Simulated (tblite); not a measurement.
Parent: `[CH3:1][SiH2:2][C:3]([CH3:4])([CH3:5])[CH3:6]`, C5H14Si.

Computed geometry: GFN2-xTB, gas phase. One conformer each, not checked by frequencies here.

```tsv
coordinate of the parent	value
C1–Si2	1.898 Å
Si2–C3	1.921 Å
C3–C4	1.529 Å
C3–C5	1.530 Å
C3–C6	1.530 Å
C1–Si2–C3	111.2°
Si2–C3–C4	109.5°
Si2–C3–C5	110.7°
Si2–C3–C6	110.6°
C4–C3–C5	108.6°
C4–C3–C6	108.7°
C5–C3–C6	108.7°
```

**Question.** How does the shared frame change in `[CH3:1][Si@@H:2]([S:3][SiH3:4])[C:5]([CH3:6])([CH3:7])[CH3:8]` with C1–Si2–S3–Si4 -53°, C5H16SSi2? Atoms pair as C1 = C1, Si2 = Si2, C3 = C5, C4 = C8, C5 = C6, C6 = C7 (parent first).

**Answer.** 
```csv
parent,relative,value in the relative,change
C1–Si2,C1–Si2,1.899 Å,+0.001
Si2–C3,Si2–C5,1.915 Å,-0.006
C3–C4,C5–C8,1.529 Å,0.000
C3–C5,C5–C6,1.528 Å,-0.002
C3–C6,C5–C7,1.530 Å,0.000
C1–Si2–C3,C1–Si2–C5,113.0°,+1.8
Si2–C3–C4,Si2–C5–C8,109.7°,+0.2
Si2–C3–C5,Si2–C5–C6,109.5°,-1.2
Si2–C3–C6,Si2–C5–C7,110.6°,0.0
C4–C3–C5,C8–C5–C6,109.0°,+0.4
C4–C3–C6,C8–C5–C7,108.8°,+0.1
C5–C3–C6,C6–C5–C7,109.2°,+0.5
```

Of the parent's bonds, Si2–C3 changes most (-0.006 Å). Bonds of the relative outside the shared frame: Si2–S3 2.167, S3–Si4 2.137 Å. Point group Cs → C1.

**Question.** How does the shared frame change in `[CH3:1][Si@H:2]([O:3][CH:4]=[O:5])[C:6]([CH3:7])([CH3:8])[CH3:9]` with C1–Si2–O3–C4 63°, Si2–O3–C4–O5 2°, C6H14O2Si? Atoms pair as C1 = C1, Si2 = Si2, C3 = C6, C4 = C8, C5 = C7, C6 = C9 (parent first).

**Answer.** 
```json
{"parent": "C1–Si2", "relative": "C1–Si2", "value in the relative": "1.897 Å", "change": "-0.001"}
{"parent": "Si2–C3", "relative": "Si2–C6", "value in the relative": "1.914 Å", "change": "-0.007"}
{"parent": "C3–C4", "relative": "C6–C8", "value in the relative": "1.531 Å", "change": "+0.002"}
{"parent": "C3–C5", "relative": "C6–C7", "value in the relative": "1.528 Å", "change": "-0.002"}
{"parent": "C3–C6", "relative": "C6–C9", "value in the relative": "1.531 Å", "change": "+0.001"}
{"parent": "C1–Si2–C3", "relative": "C1–Si2–C6", "value in the relative": "113.6°", "change": "+2.4"}
{"parent": "Si2–C3–C4", "relative": "Si2–C6–C8", "value in the relative": "110.3°", "change": "+0.8"}
{"parent": "Si2–C3–C5", "relative": "Si2–C6–C7", "value in the relative": "109.0°", "change": "-1.7"}
{"parent": "Si2–C3–C6", "relative": "Si2–C6–C9", "value in the relative": "111.2°", "change": "+0.6"}
{"parent": "C4–C3–C5", "relative": "C8–C6–C7", "value in the relative": "108.8°", "change": "+0.2"}
{"parent": "C4–C3–C6", "relative": "C8–C6–C9", "value in the relative": "108.7°", "change": "0.0"}
{"parent": "C5–C3–C6", "relative": "C7–C6–C9", "value in the relative": "108.8°", "change": "+0.1"}
```

Of the parent's bonds, Si2–C3 changes most (-0.007 Å). Bonds of the relative outside the shared frame: Si2–O3 1.687, O3–C4 1.305, C4=O5 1.194 Å. Point group Cs → C1.
